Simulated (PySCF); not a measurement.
F₄Si (SMILES F[Si](F)(F)F), singlet, at a GFN2-xTB geometry; MP2/STO-3G (PySCF).

The PySCF input:
```python
from pyscf import gto, scf, mp

mol = gto.M(
    atom='''
Si    0.000000   -0.000000    0.000000
F     0.885523    0.904021    0.922295
F    -0.913890   -0.912438    0.885605
F    -0.894010    0.904082   -0.914011
F     0.922377   -0.895666   -0.893889
''',
    basis='sto-3g',
    charge=0,
    spin=0,
    verbose=4,
)

mf = scf.RHF(mol)
mf.kernel()

pt = mp.MP2(mf, frozen=9)
pt.kernel()
print('E(MP2) = %.10f' % pt.e_tot)
```

### Question
Write the output that PySCF gives for this input, abridged.

### Answer

```
PySCF version 2.14.0

[INPUT] verbose = 4
[INPUT] num. atoms = 5
[INPUT] num. electrons = 50
[INPUT] charge = 0
[INPUT] spin (= nelec alpha-beta = 2S) = 0
[INPUT] symmetry False subgroup None
[INPUT] Mole.unit = angstrom
[INPUT] Symbol           X                Y                Z      unit          X                Y                Z       unit  Magmom
[INPUT]  1 Si     0.000000000000   0.000000000000   0.000000000000 AA    0.000000000000   0.000000000000   0.000000000000 Bohr   0.0
[INPUT]  2 F      0.885523000000   0.904021000000   0.922295000000 AA    1.673395947003   1.708352100855   1.742884956056 Bohr   0.0
[INPUT]  3 F     -0.913890000000  -0.912438000000   0.885605000000 AA   -1.727001807979  -1.724257925646   1.673550904545 Bohr   0.0
[INPUT]  4 F     -0.894010000000   0.904082000000  -0.914011000000 AA   -1.689434052622   1.708467374149  -1.727230464840 Bohr   0.0
[INPUT]  5 F      0.922377000000  -0.895666000000  -0.893889000000 AA    1.743039913598  -1.692563439085  -1.689205395761 Bohr   0.0

nuclear repulsion = 270.896031705438
number of shells = 17
number of NR pGTOs = 87
number of NR cGTOs = 29
basis = sto-3g
ecp = {}

******** <class 'pyscf.scf.hf.RHF'> ********
method = RHF
initial guess = minao
damping factor = 0
level_shift factor = 0
DIIS = <class 'pyscf.scf.diis.CDIIS'>
diis_start_cycle = 1
diis_space = 8
diis_damp = 0
SCF conv_tol = 1e-09
SCF conv_tol_grad = None
SCF max_cycles = 50
direct_scf = True
direct_scf_tol = 1e-13
Set gradient conv threshold to 3.16228e-05
Initial guess from minao.
init E= -678.038219266696
  HOMO = -0.689009678194965  LUMO = 0.0973339707753073  gap/eV = 21.39750
cycle= 1 E= -677.72043192719  delta_E= 0.318  |g|= 0.54  |ddm|= 2.78
  HOMO = -0.418149238977953  LUMO = 0.399337419709032  gap/eV = 22.24495
cycle= 2 E= -677.842590131807  delta_E= -0.122  |g|= 0.0835  |ddm|= 0.976
  HOMO = -0.443070735744187  LUMO = 0.435761997388673  gap/eV = 23.91426
cycle= 3 E= -677.84547542326  delta_E= -0.00289  |g|= 0.0249  |ddm|= 0.127
  HOMO = -0.441827916500354  LUMO = 0.441943319658765  gap/eV = 24.04864
cycle= 4 E= -677.845943829254  delta_E= -0.000468  |g|= 0.00308  |ddm|= 0.0743
  HOMO = -0.441548518301302  LUMO = 0.442178578874056  gap/eV = 24.04744
cycle= 5 E= -677.845950835595  delta_E= -7.01e-06  |g|= 0.000231  |ddm|= 0.00964
  HOMO = -0.441592661739292  LUMO = 0.442179352200748  gap/eV = 24.04866
cycle= 6 E= -677.845950860815  delta_E= -2.52e-08  |g|= 1.5e-05  |ddm|= 0.000508
  HOMO = -0.44159105159989  LUMO = 0.442174320297655  gap/eV = 24.04848
cycle= 7 E= -677.845950860913  delta_E= -9.78e-11  |g|= 1.55e-06  |ddm|= 2.74e-05
  HOMO = -0.441591010690643  LUMO = 0.442174540821392  gap/eV = 24.04849
Extra cycle  E= -677.845950860915  delta_E= -2.27e-12  |g|= 3.62e-07  |ddm|= 3.19e-06
converged SCF energy = -677.845950860915

******** <class 'pyscf.mp.mp2.RMP2'> ********
nocc = 16, nmo = 20
frozen orbitals 9
E(RMP2) = -677.931930566659  E_corr = -0.0859797057438859
E(SCS-RMP2) = -677.934565915607  E_corr = -0.0886150546917999
E_corr(same-spin) = -0.0168006833086884
E_corr(oppo-spin) = -0.0691790224351976
E(MP2) = -677.9319305667
```
